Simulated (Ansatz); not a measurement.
Z-matrix (Å, degrees):
```
N
H 1 1.0235
H 1 1.0235 2 108.27
H 1 1.0235 2 108.27 3 117.18
Al 1 2.0109 2 110.64 4 121.41
F 5 1.6707 1 100.35 2 120.03
F 5 1.6707 6 116.85 3 -107.29
F 5 1.6707 6 116.85 3 107.27
```
Charge 0, spin multiplicity 1.

All values below come from frozen-core CCSD(T)/cc-pVTZ // B3LYP-D3(BJ)/def2-SVP (Ansatz, a quantum-chemistry and plane-wave program).

```
Property                       Result
----------------------  -------------
HF energy               -596.87640 Ha
MP2 correlation energy    -1.06868 Ha
```

Problem. Estimate the CCSD correlation energy, the (T) correction, the total energy and the T1 diagnostic.

Solution. 
```json
{
  "CCSD correlation energy": "-1.07742 Ha",
  "(T) correction": "-0.03093 Ha",
  "CCSD(T) total energy": "-597.98475 Ha",
  "T1 diagnostic": "0.011"
}
```
